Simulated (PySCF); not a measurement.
# AsS₂⁻: from structure and modes to constants

Method: PBE0 in PySCF with As def2-TZVPD, S def2-TZVPD; no relativity; density-fitted integrals.

The singlet minimum has C2v symmetry. Masses (u): As 74.92160, S 31.97207.

```xyz
3
charge -1 multiplicity 1, angstrom
As    0.0000    0.0000   -0.5300
S     1.7589    0.0000    0.6213
S    -1.7589    0.0000    0.6213
```

Harmonic wavenumbers (cm⁻¹): 191.3 (a1, ×1), 486.0 (a1, ×1), 490.7 (b2, ×1).

Question: Find the principal moments of inertia and the rotational constants. What kind of rotor is it?

Answer: About the centre of mass I = 45.732, 197.84, 243.57 u Å². With B = 16.8576/I this gives 0.3686, 0.08521, 0.06921 cm⁻¹. The molecule is an asymmetric top with κ = -0.89.

Question: Find the vibrational entropy and heat capacity at 298.15 K.

Answer: With u = 1.43878 ω/T, each mode gives S = R[u/(eᵘ−1) − ln(1−e⁻ᵘ)] and C = R u² eᵘ/(eᵘ−1)².
| ω (cm⁻¹) | u | S (J/(mol K)) | C (J/(mol K)) |
| --- | --- | --- | --- |
| 191.3 | 0.923 | 9.27 | 7.75 |
| 486.0 | 2.345 | 2.90 | 5.36 |
| 490.7 | 2.368 | 2.85 | 5.32 |
The sums over all modes are S = 15.0 and C = 18.4 J/(mol K); the softest mode gives 62 % of the entropy.

Question: Give the standard entropy (298.15 K, 1 bar) by its translational, rotational, vibrational and spin parts, and Cp.

Answer: Sackur–Tetrode with M = 138.87 u gives 170.4; rotation with symmetry number 2 gives 103.5; vibration 15.0; spin R ln 1 = 0.0. The total is 288.9 J/(mol K), and Cp = 4 R + 18.4 = 51.7 J/(mol K).

This need not be the most stable arrangement of these atoms. The lowest empty level of this anion is unbound, so it and the gap depend on the basis.
